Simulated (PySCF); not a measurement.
## State search for PbS⁺

Unrestricted PBE0; basis Pb def2-SVPD with ECP60, S def2-SVPD; scalar-relativistic core potentials; PySCF 2.14. Outer shells of the fragments: Pb+ 5d10 6s2 6p1; S 3s2 3p4.

Followed along the bond (rough minima from three points):

| 2Ms+1 | unpaired | ⟨S²⟩ at the start | R at minimum (Å) | Te (eV) |
| --- | --- | --- | --- | --- |
| 2 | π ↑ | 0.76 | 2.50 | 0.00 |
| 2 | σ ↑ | 0.76 | 2.36 | 0.76 |
| 4 | π ↑↑↑ | 3.76 | none in the scan | ≤ 2.14 |

Solutions found at the starting distance of 2.480 Å, counted from the lowest of them; the search is not exhaustive and high or unbound solutions are not listed, so other states can lie among these:

```tsv
2Ms+1	unpaired	term	E (eV)	⟨S²⟩	⟨Lz²⟩	μ (D)
2	π ↑	²Π	0.00	0.76	1.02	-1.31
2	σ ↑	²Σ⁺	0.85	0.76	0.00	-2.24
4	π ↑↑↑	⁴Π	2.68	3.76	1.00	3.18
4	σ ↑, π ↑↑	mixed	2.91	3.76	2.01	1.42
4	σ ↑, π ↑↑	mixed	3.11	3.76	2.01	1.32
2	π ↑↑↓	mixed	3.14	1.76	3.02	3.17
```

A term symbol is given only where ⟨S²⟩ and ⟨Lz²⟩ are close to those of a pure state; real π, δ and φ orbitals otherwise mix terms. A positive dipole points towards S; it is taken about the centre of mass and depends on that origin.

Question: Compare the gap between the two lowest followed solutions at the starting distance with the gap between their minima.

Answer: At PBE0 the second solution (doublet, unpaired electrons σ ↑) lies +0.85 eV from the first (doublet, unpaired electrons π ↑) at 2.480 Å and +0.76 eV at the minima; the two curves relax by different amounts, since their minima lie near 2.36 and 2.50 Å.

These are scalar-relativistic numbers at best; spin–orbit coupling would shift them, the dissociation energy most. Counting both spins, an empty level lies below a filled one in some of these solutions, because spin and occupation are held.
